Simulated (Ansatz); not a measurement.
```yaml
crystal:
  periodic: [false, false, false]
  atoms:
    - {symbol: Cl, position_ang: [-3.421493, -0.089710, 1.370627]}
    - {symbol: In, position_ang: [0.192663, -1.474730, -0.269549]}
    - {symbol: Ga, position_ang: [-0.029047, 3.562273, 1.548818]}
    - {symbol: H, position_ang: [0.625537, -4.426393, -2.154953]}
    - {symbol: H, position_ang: [0.467109, 1.821326, -2.358650]}
    - {symbol: H, position_ang: [2.064103, -0.135112, 2.157878]}
basis:
  gaussian: {orbitals: def2-TZVP}
hamiltonian: {xc: {name: rPW86-PBE}, dispersion: d3bj}
output: {forces: true}
```

```sh
$ ansatz run in.yaml --threads 2 --pin off --events-out ev --progress --plain --max-ram 4352MiB
```

Output, abridged:

```
Functional definition: rPW86-PBE
1144 factors; their error is unknown
mean field evaluation 1: about -70147.6620 eV, gradient 4.3e1 eV
mean field evaluation 2: about -69896.0397 eV, gradient 1.5e2 eV
mean field evaluation 4: about -70138.7808 eV, gradient 2.7e1 eV
mean field evaluation 8: about -70152.7076 eV, gradient 2.1e0 eV
mean field evaluation 16: about -70152.7442 eV, gradient 1.4e-2 eV
mean field -70152.74419517 eV, -2578.0657979347 hartree, gradient 1.5e-6 eV, S^2 0.000000; 8 other end points of the search recorded, 0 dependent functions left out
reference -70152.74436351 eV, -2578.0658041211 hartree; 36, 36 occupied and 117, 117 virtual orbitals, 1144 factors
Total energy: -70152.86375017 eV, -2578.0701915000 hartree
Atom 0 at    -3.421493    -0.089710     1.370627 Å, force     0.613566     0.061688    -0.177683 eV/Å
Atom 1 at     0.192663    -1.474730    -0.269549 Å, force     0.002408     0.265547     0.167064 eV/Å
Atom 2 at    -0.029047     3.562273     1.548818 Å, force    -0.058442    -0.599986    -0.239851 eV/Å
Atom 3 at     0.625537    -4.426393    -2.154953 Å, force    -0.070462     0.443111     0.297671 eV/Å
Atom 4 at     0.467109     1.821326    -2.358650 Å, force    -0.058398    -0.133755     0.389173 eV/Å
Atom 5 at     2.064103    -0.135112     2.157878 Å, force    -0.428672    -0.036606    -0.436374 eV/Å
Dipole moment:     1.020872     1.847890     0.535720 e Å
```

In this input the coordinates are in bohr but typed as ångström. Self-consistency was reached. The result belongs to that input, not to the molecule as meant.
